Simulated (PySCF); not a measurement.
Compound: para-fluorobenzonitrile, C₇H₄FN.
Bonds: N1–C2 (triple), C2–C3, C3–C4 (aromatic), C4–C5 (aromatic), C5–C6 (aromatic), C6–F7, C6–C8 (aromatic), C8–C9 (aromatic), C3–C9 (aromatic). Hydrogens: H10 on C4; H11 on C5; H12 on C8; H13 on C9.

The closed-shell ground state was solved at several levels (PySCF, density fitting, gas phase, non-relativistic). Isolated species at its PBE0-D3(BJ)/def2-TZVP geometry, gas phase.

```tsv
level	basis functions	total energy (Eh)	HOMO (eV)	LUMO (eV)	gap (eV)	dipole (D)
B97-2/pcSseg-2	380	-423.7363	-7.55	-1.65	5.90	3.30
PBE0/pcSseg-2	380	-423.4070	-7.80	-1.62	6.18	3.30
KT3/pcSseg-2	380	-430.3370	-6.75	-2.40	4.35	3.31
```

What might wB97X-D/pcSseg-2 (380 basis functions) give for the same quantities?

Total energy -423.7367 Eh, HOMO -9.50 eV, LUMO 0.10 eV, gap 9.60 eV, dipole 3.27 D.

Over all these levels, which gives the widest orbital gap and which the narrowest?

wB97X-D/pcSseg-2 (range-separated hybrid) has the widest, 9.60 eV, and KT3/pcSseg-2 (GGA) the narrowest, 4.35 eV. From the narrowest to the widest the HOMO moves by -2.75 eV and the LUMO by +2.50 eV.

In the pcSseg-2 basis, how does the gap go with the fixed share of exact exchange?

KT3 (0 %) 4.35 eV; B97-2 (21 %) 5.90 eV; PBE0 (25 %) 6.18 eV. Each rise in the share widens the gap here.

How far do the dipole and the HOMO energy spread over the levels?

The dipole runs from 3.27 to 3.31 D (mean 3.29 D) and the HOMO from -9.50 to -6.75 eV.

Note: wB97X-D ran without an empirical dispersion term, which enters the total energy and its gradient alone.
